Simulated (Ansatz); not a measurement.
Si₂₄AsH₃₄⁻. Total charge -1; triplet. Geometry r2SCAN-D4/def2-SVP; atoms count from 1.

```xyz
59

Si   -1.111   -0.738    2.733
Si   -0.104   -5.440    0.794
Si    0.814    2.535    2.499
Si    1.725   -2.102    0.858
Si   -2.499    2.434    1.148
Si   -1.702   -2.259   -0.548
Si   -0.832    5.917    1.543
Si    2.013    4.401   -0.540
Si   -1.329    4.299   -1.901
Si    3.131   -0.492   -2.443
Si   -0.504   -0.650   -3.926
Si    1.173   -3.792   -2.492
Si    0.416    0.636    3.870
Si   -3.069    0.525    2.441
Si   -1.167    3.802    2.521
Si    1.393   -4.117    2.035
Si   -2.140   -4.283    0.577
As   -0.192   -0.775    0.492
Si    0.797   -5.818   -1.351
Si    1.110    2.348    0.157
Si    2.676   -2.472   -1.260
Si   -1.064    2.280   -0.730
Si   -0.858   -2.631   -2.711
Si    0.059    5.707   -0.627
Si    1.179    0.678   -2.989
H    -1.360   -2.044    3.437
H    -0.320   -6.768    1.468
H     1.972    3.296    3.090
H     2.653   -1.226    1.652
H    -3.778    3.119    0.746
H    -2.984   -1.483   -0.665
H     0.097    6.741    2.397
H    -2.133    6.675    1.489
H     3.004    4.927    0.461
H     2.715    4.426   -1.875
H    -2.762    4.752   -1.889
H    -0.897    4.316   -3.347
H     4.039    0.376   -1.623
H     3.909   -0.838   -3.690
H    -1.789    0.122   -3.994
H    -0.164   -1.007   -5.354
H     1.743   -4.094   -3.851
H    -0.185    1.083    5.172
H     1.666   -0.127    4.206
H    -3.583    0.970    3.781
H    -4.150   -0.312    1.816
H    -1.738    3.960    3.909
H     0.845   -3.900    3.416
H     2.697   -4.851    2.182
H    -2.748   -4.076    1.935
H    -3.101   -5.119   -0.220
H     2.085   -6.582   -1.218
H    -0.146   -6.686   -2.137
H     2.007    1.172   -0.159
H     3.955   -3.252   -1.087
H    -1.420    1.068   -1.558
H    -1.825   -3.510   -3.464
H     0.263    7.076   -1.231
H     1.517    1.802   -3.942
```

Single mean-field runs in def2-TZVP are fitted with def2-universal-jkfit. At PBE0-D4/def2-TZVP a singlet of charge -1 lies 1.81 eV below the triplet, each at its own geometry.

(1) Estimate the Mulliken populations of the heavy atoms from the PBE0/def2-TZVP orbitals of Ansatz.

(2) Where does the spin sit?

(3) And the Mayer bond orders between heavy atoms (over 0.3)?

Results:

(1) 
```
atom  charge (e)  spin (α − β)
 Si1       -0.01          0.08
 Si2        0.01          0.00
 Si3        0.00          0.07
 Si4        0.03          0.02
 Si5        0.00          0.07
 Si6        0.03          0.02
 Si7        0.01         -0.01
 Si8       -0.04          0.01
 Si9       -0.04          0.01
Si10       -0.01          0.03
Si11       -0.01          0.03
Si12        0.00          0.00
Si13       -0.03          0.04
Si14       -0.03          0.04
Si15        0.00          0.04
Si16       -0.02          0.02
Si17       -0.02          0.02
As18       -0.14          0.06
Si19       -0.01          0.00
Si20        0.03          0.13
Si21        0.02          0.01
Si22        0.03          0.12
Si23        0.02          0.01
Si24        0.01          0.02
Si25       -0.03          0.88
```
Mulliken values depend strongly on the basis.

(2) Summed by element: Si 1.67, As 0.06, H 0.27, of 2 unpaired in all. Largest on single atoms: Si25 0.88, Si20 0.13, Si22 0.12.

(3) Si1–Si13 0.96 (2.35 Å); Si1–Si14 0.96 (2.35 Å); Si1–As18 0.89 (2.42 Å); Si2–Si16 0.95 (2.35 Å); Si2–Si17 0.95 (2.35 Å); Si2–Si19 0.95 (2.36 Å); Si3–Si13 0.90 (2.38 Å); Si3–Si15 0.93 (2.35 Å); Si3–Si20 0.90 (2.37 Å); Si4–Si16 0.91 (2.36 Å); Si4–As18 1.01 (2.36 Å); Si4–Si21 0.93 (2.35 Å); Si5–Si14 0.90 (2.38 Å); Si5–Si15 0.93 (2.35 Å); Si5–Si22 0.90 (2.37 Å); Si6–Si17 0.91 (2.36 Å); Si6–As18 1.01 (2.36 Å); Si6–Si23 0.93 (2.35 Å); Si7–Si15 0.94 (2.35 Å); Si7–Si24 0.96 (2.36 Å); Si8–Si20 0.92 (2.35 Å); Si8–Si24 0.95 (2.35 Å); Si9–Si22 0.92 (2.35 Å); Si9–Si24 0.95 (2.35 Å); Si10–Si21 0.94 (2.35 Å); Si10–Si25 0.98 (2.34 Å); Si11–Si23 0.94 (2.35 Å); Si11–Si25 0.98 (2.34 Å); Si12–Si19 0.95 (2.36 Å); Si12–Si21 0.94 (2.35 Å); Si12–Si23 0.94 (2.35 Å); Si20–Si22 0.95 (2.35 Å).
